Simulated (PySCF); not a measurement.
diboron tetrafluoride anion (B₂F₄), SMILES FB(F)B(F)F (connectivity only; charge and spin as stated), charge -1, multiplicity 2.

Geometry optimised at PBE0-D3(BJ)/def2-SVPD. The spin state was assumed, not searched. The values are those of a single conformer.

Level of theory: PBE0-D3(BJ)/def2-SVPD (PySCF).

Frequencies are harmonic and unscaled.

```
mode  ν (cm⁻¹)  IR (km/mol)  moving atoms (share of kinetic energy)
----  --------  -----------  --------------------------------------
1          118          0.0                                 F 100 %
2          140          0.4                                  F 92 %
3          322          0.0                                  F 98 %
4          343          1.6                          B 78 %, F 22 %
5          395          0.0                          F 83 %, B 17 %
6          441          0.0                                  B 93 %
7          481          2.3                          F 86 %, B 14 %
8          628          0.0                                  F 92 %
9          998        545.4                          B 64 %, F 36 %
10        1117        524.9                          B 70 %, F 30 %
11        1122          0.0                          B 79 %, F 21 %
12        1402          0.0                           B 91 %, F 9 %
```
